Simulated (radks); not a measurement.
C4+, configuration [He].

Method: non-relativistic Kohn-Sham, exchange-only LDA, spin-polarised, spherical densities, point nucleus; computed with a radial shooting solver on a logarithmic mesh with Libxc functionals.

Energy parts (eV):
part                 energy
total              -867.120
kinetic             867.120
electron-nucleus  -1842.639
Hartree             190.024
exchange            -81.625

Orbitals (lengths in bohr, moments of r in powers of bohr; <r^-3> diverges for s and p1/2):
\begin{tabular}{lrrr}
orbital & occ. & eigenvalue (eV) & <r^-3> \\ \hline
1s & 2 & -352.1522 & - \\
2s & 0 & -67.6702 & - \\
2p & 0 & -61.2210 & 4.377 \\
\end{tabular}

The highest occupied level is 1s at -352.15 eV. Virial ratio -V/T = 2.00000. The density falls to 0.001 e/bohr^3 at r = 1.07 bohr.
